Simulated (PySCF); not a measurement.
PySCF 2.14 output of an unrestricted PBE calculation on a single atom or ion in x2c-QZVPPall with one added diffuse shell each of s, p, d, f type (14s10p8d5f1g, 128 functions), with the spin-free X2C one-electron Hamiltonian (Gaussian nucleus):

```
SCF conv_tol = 1e-09
number electrons alpha = 28  beta = 26
    J. P. Perdew, K. Burke, and M. Ernzerhof.,  Phys. Rev. Lett. 77, 3865 (1996)
    J. P. Perdew, K. Burke, and M. Ernzerhof.,  Phys. Rev. Lett. 78, 1396 (1997)
    J. P. Perdew, K. Burke, and M. Ernzerhof.,  Phys. Rev. Lett. 77, 3865 (1996)
    J. P. Perdew, K. Burke, and M. Ernzerhof.,  Phys. Rev. Lett. 78, 1396 (1997)
cycle= 1 E= -7445.31590057168  delta_E= -0.0303  |g|= 0.0549  |ddm|= 0.398
cycle= 2 E= -7445.31620313126  delta_E= -0.000303  |g|= 0.0592  |ddm|= 0.132
cycle= 3 E= -7445.31674652647  delta_E= -0.000543  |g|= 0.00562  |ddm|= 0.0471
cycle= 4 E= -7445.31675322014  delta_E= -6.69e-06  |g|= 0.000531  |ddm|= 0.00942
cycle= 5 E= -7445.3167533167  delta_E= -9.66e-08  |g|= 3.75e-05  |ddm|= 0.0018
cycle= 6 E= -7445.31675331803  delta_E= -1.33e-09  |g|= 7.02e-06  |ddm|= 0.000467
cycle= 7 E= -7445.31675331805  delta_E= -1.91e-11  |g|= 7.88e-07  |ddm|= 5.69e-05
converged SCF energy = -7445.31675331805  <S^2> = 2.0009304  2S+1 = 3.0006202
```

The run itself started from symmetry-adapted Hartree-Fock orbitals and held the occupation by maximum overlap, on a logarithmic radial grid, so the iterations belong to that start.

Question: Which element, charge and spin multiplicity is this?

Answer: Xe (xenon, neutral), multiplicity 3; the state was [Kr] 4d10 5s1 5p6 6p1, high-spin 3P determinant (an excited configuration).

The outer electron is Rydberg-like, and this basis confines it to a smaller radius and binds it less than a complete one would.
